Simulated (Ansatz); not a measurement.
SiHCl$_{2}$F, triplet: a saddle search.

in.yaml

```yaml
crystal:
  periodic: [false, false, false]
  atoms:
    - {symbol: Si, position_ang: [0.204000, -0.395900, 0.362300]}
    - {symbol: Cl, position_ang: [1.583400, -0.780000, -1.050200]}
    - {symbol: Cl, position_ang: [-1.411800, -1.486700, -0.132300]}
    - {symbol: H, position_ang: [0.028600, 1.055900, 0.905100]}
    - {symbol: F, position_ang: [-0.404200, 1.606700, -0.084900]}
basis:
  gaussian: {orbitals: def2-SVP}
magnetization: {spin_polarized: true, initial_magnetization: 2}
hamiltonian: {xc: pbe0, dispersion: d4}
saddle:
  max_steps: 30
  mode_guess:
    - [-0.1940, 0.4916, -0.2548]
    - [0.0127, 0.0107, 0.1059]
    - [0.0427, 0.0176, 0.0967]
    - [0.2329, -0.3644, 0.4796]
    - [-0.0942, -0.1555, -0.4275]
```

Run by:

```bash
ansatz run in.yaml --threads 2 --pin off --events-out ev --progress --plain --max-ram 4352MiB
```

What Ansatz 0.2.0 printed:

```
Functional definition: PBE0
  name "PBE0"
  cite "Adamo & Barone, J. Chem. Phys. 110, 6158 (1999) doi:10.1063/1.478522"
  cite "Perdew, Burke & Ernzerhof, Phys. Rev. Lett. 77, 3865 (1996) doi:10.1103/PhysRevLett.77.3865"
  parent pbe
  parameter a = 0.25
  parameter kappa = 0.804
  parameter beta = 0.06672455060314922
  exchange = (1 - a)*pbe_x(kappa = kappa, mu = beta*pi^2/3) + a*exact_x
  correlation = pbe_c(beta = beta)
715 factors; integrals over basis functions are off by at most 2.9e-4 eV
mean field evaluation 1: about -35625.8087 eV, gradient 1.8e1 eV
mean field evaluation 2: about -35622.9486 eV, gradient 3.6e1 eV
mean field evaluation 4: about -35627.2029 eV, gradient 1.3e0 eV
mean field evaluation 8: about -35627.2192 eV, gradient 3.0e-2 eV
mean field evaluation 16: about -35627.2192 eV, gradient 2.8e-5 eV
mean field -35627.21920256 eV, -1309.2761566977 hartree, gradient 2.8e-5 eV, S^2 2.003899; 0 other end points of the search recorded, 0 dependent functions left out
the calculation of the forces begins
reference -35627.21922291 eV, -1309.2761574452 hartree; 30, 28 occupied and 43, 45 virtual orbitals, 715 factors
these checks for a lower state are left out or cut short: stability, starts, cluster_reference, orbital_swaps, neighbouring_geometries, increment
715 factors; integrals over basis functions are off by at most 2.9e-4 eV
mean field -35627.20303043 eV, -1309.2755623826 hartree, gradient 3.7e-6 eV, S^2 2.003924; 0 other end points of the search recorded, 0 dependent functions left out
the calculation of the forces begins
reference -35627.20305079 eV, -1309.2755631308 hartree; 30, 28 occupied and 43, 45 virtual orbitals, 715 factors
these checks for a lower state are left out or cut short: stability, starts, cluster_reference, orbital_swaps, neighbouring_geometries, increment
715 factors; integrals over basis functions are off by at most 2.9e-4 eV
mean field -35627.22272821 eV, -1309.2762862630 hartree, gradient 3.0e-6 eV, S^2 2.003914; 0 other end points of the search recorded, 0 dependent functions left out
the calculation of the forces begins
reference -35627.22274860 eV, -1309.2762870120 hartree; 30, 28 occupied and 43, 45 virtual orbitals, 715 factors
saddle step   1: F+E_penalty+E_count = -35627.34072734 eV  max|allowed force component| = 2.330e0 eV/Å  curvature = -7.5958 eV/Å²  mode residual = 5.42e0 eV/Å²  Δτ_max = 0.0000 Å  (1 rotations, 3 force calls, 61 SCF iters)  cluster: 3 rotations left out, max|force component along them| = 4.333e-7 eV/Å
saddle step   2: F+E_penalty+E_count = -35627.68683062 eV  max|allowed force component| = 6.559e-1 eV/Å  curvature = -6.0159 eV/Å²  mode residual = 5.34e0 eV/Å²  Δτ_max = 0.1752 Å  (1 rotations, 3 force calls, 77 SCF iters)  cluster: 3 rotations left out, max|force component along them| = 1.106e-7 eV/Å
saddle step   3: F+E_penalty+E_count = -35627.78368054 eV  max|allowed force component| = 4.950e-1 eV/Å  curvature = -6.4827 eV/Å²  mode residual = 7.22e-1 eV/Å²  Δτ_max = 0.0693 Å  (1 rotations, 3 force calls, 71 SCF iters)  cluster: 3 rotations left out, max|force component along them| = 3.874e-7 eV/Å
saddle step   4: F+E_penalty+E_count = -35627.85584895 eV  max|allowed force component| = 4.157e-1 eV/Å  curvature = -9.2573 eV/Å²  mode residual = 3.80e0 eV/Å²  Δτ_max = 0.0943 Å  (1 rotations, 3 force calls, 66 SCF iters)  cluster: 3 rotations left out, max|force component along them| = 4.057e-7 eV/Å
saddle step   5: F+E_penalty+E_count = -35627.87714872 eV  max|allowed force component| = 4.350e-1 eV/Å  curvature = -11.4534 eV/Å²  mode residual = 1.08e0 eV/Å²  Δτ_max = 0.0564 Å  (1 rotations, 3 force calls, 64 SCF iters)  cluster: 3 rotations left out, max|force component along them| = 7.671e-7 eV/Å
saddle step   6: F+E_penalty+E_count = -35627.90337717 eV  max|allowed force component| = 2.212e-1 eV/Å  curvature = -16.4246 eV/Å²  mode residual = 7.56e-1 eV/Å²  Δτ_max = 0.1130 Å  (1 rotations, 3 force calls, 69 SCF iters)  cluster: 3 rotations left out, max|force component along them| = 7.650e-7 eV/Å
saddle step   7: F+E_penalty+E_count = -35627.90747434 eV  max|allowed force component| = 9.701e-2 eV/Å  curvature = -16.1880 eV/Å²  mode residual = 2.22e-1 eV/Å²  Δτ_max = 0.0233 Å  (1 rotations, 3 force calls, 71 SCF iters)  cluster: 3 rotations left out, max|force component along them| = 8.392e-7 eV/Å
saddle step   8: F+E_penalty+E_count = -35627.90795829 eV  max|allowed force component| = 2.351e-2 eV/Å  curvature = -16.5562 eV/Å²  mode residual = 1.69e-1 eV/Å²  Δτ_max = 0.0083 Å  (1 rotations, 7 force calls, 131 SCF iters)  cluster: 3 rotations left out, max|force component along them| = 9.696e-7 eV/Å
saddle search: the force at step 9 is within saddle.f_tol, and the search now checks the order of the point unasked, as it does wherever a lone molecule whose rigid rotations it leaves out would converge (saddle.isolated_cluster): at most 100 rotations across the mode and 202 force calls, two more next to a line or behind a second negative curvature, two more where it reads a positive, two for each turn that reads one and six more at each negative that it reads, and up to 22 at one that stands (24 where saddle.amplitude is under 0.005 Å), over each length that the point is read over (saddle.order_check: false declines the check)
saddle search: the rotation starts from a random direction (saddle.seed = 0)
saddle step   9: F+E_penalty+E_count = -35627.90847614 eV  max|allowed force component| = 8.486e-4 eV/Å  curvature = -17.4041 eV/Å² (error put at 0.0211; -17.4235 at half of saddle.amplitude)  mode residual = 8.53e-2 eV/Å²  Δτ_max = 0.0190 Å  (1 rotations, 37 force calls, 601 SCF iters)  order check (unasked): positive, curvature across the mode = +0.1854 eV/Å²; +0.1194 less its residual, +0.1187 less it at half of saddle.amplitude; error put at 0.0013 (30 force calls)  cluster: 3 rotations left out, max|force component along them| = 7.538e-7 eV/Å
Total energy: -35627.90849723 eV, -1309.3014878095 hartree
Atom 0 at     0.243284    -0.586183     0.342895 Å, force     0.000163    -0.000589     0.000196 eV/Å
Atom 1 at     1.756149    -0.498048    -1.068593 Å, force     0.000383     0.000178    -0.000231 eV/Å
Atom 2 at    -1.664898    -1.304418    -0.020110 Å, force    -0.000416     0.000053     0.000026 eV/Å
Atom 3 at     0.016646     1.137907     0.930128 Å, force    -0.000354     0.000478    -0.000839 eV/Å
Atom 4 at    -0.351182     1.250741    -0.184319 Å, force     0.000223    -0.000120     0.000848 eV/Å
Dipole moment:     0.085871     0.008699     0.287025 e Å

[the SCF lines of later steps are left out]
```

The lines “mean field evaluation” count trial sets of orbitals through the whole run, from several starts and some on an approximate energy, so they need not fall steadily or lie above the final value.

The run took about 87 s on 2 CPU threads of an Arm Neoverse V1 (shared host).


The run ended normally. The spin typed is not that of the intended reaction, so this is not its saddle.